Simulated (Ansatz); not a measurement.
Abridged output of a molecular run in Ansatz:

```
Functional definition: HF
  name "HF"
  cite "Fock, Z. Phys. 61, 126 (1930) doi:10.1007/BF01340294"
  parent pbe
  exchange = exact_x
  correlation = 0
980 factors; integrals over basis functions are off by at most 1.1e-3 eV
mean field evaluation 1: about -21292.8194 eV, gradient 3.1e1 eV
mean field evaluation 2: about -21292.8224 eV, gradient 3.1e1 eV
mean field evaluation 4: about -21295.3717 eV, gradient 3.2e0 eV
mean field evaluation 8: about -21295.4081 eV, gradient 8.3e-5 eV
mean field -21295.40814380 eV, -782.5918147384 hartree, gradient 1.0e-6 eV, S^2 0.000000; 0 other end points of the search recorded, 0 dependent functions left out
12 core orbitals not correlated: weight in the atoms' cores, before any rotation towards them, 1.000 or more for the frozen orbitals, at most 0.000 for the correlated occupied ones
reference -21295.40814380 eV, -782.5918147384 hartree; 13, 13 occupied and 74, 74 virtual orbitals, 980 factors
second order -14.95158440 eV of doubles, -0.00000000 eV of singles
cycle   1  -15.98323123 eV  change    -1.0e0 eV  update   8.4e-2
cycle   2  -16.43416082 eV  change   -4.5e-1 eV  update   2.5e-2
cycle   3  -16.49440085 eV  change   -6.0e-2 eV  update   9.1e-3
cycle   4  -16.49297581 eV  change    1.4e-3 eV  update   2.3e-3
cycle   5  -16.49295395 eV  change    2.2e-5 eV  update   8.8e-4
cycle   6  -16.49284988 eV  change    1.0e-4 eV  update   2.7e-4
cycle   7  -16.49278353 eV  change    6.6e-5 eV  update   9.3e-5
cycle   8  -16.49278310 eV  change    4.3e-7 eV  update   3.1e-5
perturbative correction -0.44957586 eV, -0.0165216080 hartree
Total energy: -21312.35050275 eV, -783.2144349460 hartree
```

Its atoms:

Cartesian coordinates in Å:
```
N 0.966 -1.249 0.301
Si 0.477 0.030 -0.742
C -1.131 0.782 -0.137
S -1.020 1.259 1.605
H 1.926 -1.309 0.595
H 0.549 -2.164 0.238
H 1.555 1.049 -0.699
H 0.258 -0.419 -2.149
H -1.981 0.115 -0.303
H -1.323 1.698 -0.704
H -0.276 0.208 1.996
```

(1) Which basis set was used?
A. def2-TZVPP
B. def2-SVP
C. cc-pV(T+d)Z
D. def2-TZVPPD

(2) Write the keys of the input that set method, charge and spin (a neutral closed shell needs none for the last two).

## Answers

(1) B. It gives 99 functions.

(2) 
```yaml
correlation: {method: ccsd_t}
```
